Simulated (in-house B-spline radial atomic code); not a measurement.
**RPA and G0W0 on Hartree-Fock: Ga IV (Ga3+)**

Configuration [Ar] 3d10, mean-field start Hartree-Fock. Computed with a B-spline radial code for spherical atoms: all electrons, scalar-relativistic (spin-free one-electron X2C), finite nucleus, each spin shell either full or empty, empty states to l = 9 with an (l + 1/2)⁻⁴ tail; G0W0 by contour deformation at full frequency.

Command:
```bash
python run_gw.py task.json out
```
Settings (radii: box in bohr, nucleus in fm):
```
Z                        31
electrons                28
configuration            [Ar] 3d10
hamiltonian              x2c
method                   hf
lmax                     9
rms_radius               3.9973
spin_polarised           False
box_radius               14.14
intervals                69
```

Time taken, with all properties: 3.2 s on 1 thread of Arm Neoverse N1, with other jobs on the host.

Energies (hartree):

| term | value |
| --- | --- |
| mean-field total | -1940.25090 |
| Hartree-Fock functional on these orbitals | -1940.25090 |
| direct second order | -2.2471 |
| second-order exchange | 0.65754 |
| SOSEX correction | 0.60851 |

Q: What is the RPA correlation energy, and what remains with SOSEX?

A: RPA gives -1.9609 hartree (-1.91 eV per electron); RPA + SOSEX gives -1.3524, and the second-order doubles (MP2) -1.5896 hartree. RPA lacks exchange-type terms and so overcorrelates at short range.

Quasi-particle levels (eV):

```json
{"level": "3d", "occupied": "yes", "mean field": "-65.04", "Σx - vxc": "0.00", "Σc": "?", "QP weight": "?", "G0W0": "?"}
{"level": "2p", "occupied": "yes", "mean field": "-1196.39", "Σx - vxc": "0.00", "Σc": "21.09", "QP weight": "0.906", "G0W0": "-1175.31"}
{"level": "4s", "occupied": "no", "mean field": "-29.526", "Σx - vxc": "0.00", "Σc": "-0.99", "QP weight": "0.992", "G0W0": "-30.52"}
```

G0W0 = mean field + (Σx - vxc) + Σc, with Σc (partial-wave tail included) taken at the quasi-particle energy. Only the outer levels were computed. Levels of low weight are left out.

Q: Where does G0W0 put 3d?

A: At -63.62 eV, with Σc = 1.43 eV and a quasi-particle weight of 0.959. The tabulated removal energy is 63.241 ± 0.009 eV (NIST, measured); the calculation leaves out spin-orbit coupling, Breit and QED terms, and what these don't explain is the method's own error.
